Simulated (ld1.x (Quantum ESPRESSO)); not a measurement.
**Scattering properties, ultrasoft potential for S (Z = 16)**

ld1.x (Quantum ESPRESSO) 7.5 input, shortened:

```
&input
   title='S', zed=16., rel=0, dft='PBESOL', iswitch=3,
   config='[Ne] 3s1.75 3p4.25'
 /
 &inputp
   pseudotype=3, tm=.true., lloc=-1, rcloc=1.40,
   nlcc=.false.,
   which_augfun='PSQ', rmatch_augfun=0.95
 /
4
3S  1  0   1.75   0.00  1.05  1.30  0.0
3S  1  0   0.00   1.95  1.05  1.30  0.0
3P  2  1   4.25   0.00  1.35  1.80  0.0
3P  2  1   0.00   0.65  1.35  1.80  0.0
 &test
   configts(1)='3s1.75 3p4.25'
 /
```

The phase is arctan(r·u′/u) with u = r·R(r), unwrapped; energies in Ry, scanned from -3 to 5 Ry. A pole is an energy at which the radial function vanishes at the test radius. The pseudo phase is shifted by a multiple of π to meet the all-electron one at the reference energy, and phase errors are pseudo minus all-electron; the curves can meet again beyond the range given. Levels narrower than the energy grid can be missing from the lists of poles.

```json
{"channel": "s", "radius (bohr)": "1.96", "reference energy (Ry)": "-1.27", "poles, all-electron": "0.67", "poles, pseudo": "0.67", "unbroken range about the reference energy with phases within 0.05 rad": "the whole range", "phase error 1 Ry above the reference energy (rad)": "-0.000"}
{"channel": "p", "radius (bohr)": "1.96", "reference energy (Ry)": "-0.52", "poles, all-electron": "1.81", "poles, pseudo": "1.81", "unbroken range about the reference energy with phases within 0.05 rad": "the whole range", "phase error 1 Ry above the reference energy (rad)": "-0.000"}
```

Phases in the p channel:

```csv
E (Ry),all-electron,pseudo
-3.00,1.184,1.184
-2.76,1.155,1.155
-2.52,1.119,1.119
-2.28,1.075,1.075
-2.04,1.017,1.016
-1.80,0.938,0.938
-1.56,0.828,0.828
-1.32,0.665,0.665
-1.08,0.417,0.417
-0.84,0.058,0.058
-0.60,-0.369,-0.369
-0.36,-0.737,-0.737
-0.12,-0.993,-0.993
0.12,-1.162,-1.162
0.36,-1.277,-1.277
0.60,-1.359,-1.359
0.84,-1.421,-1.421
1.08,-1.469,-1.469
1.32,-1.508,-1.508
1.56,-1.541,-1.541
1.80,-1.569,-1.569
2.04,-1.595,-1.595
2.28,-1.617,-1.617
2.52,-1.639,-1.639
2.76,-1.659,-1.659
3.00,-1.679,-1.679
3.24,-1.698,-1.699
3.48,-1.718,-1.719
3.72,-1.739,-1.740
3.96,-1.761,-1.763
4.20,-1.785,-1.787
4.44,-1.811,-1.815
4.68,-1.840,-1.845
4.92,-1.874,-1.882
```
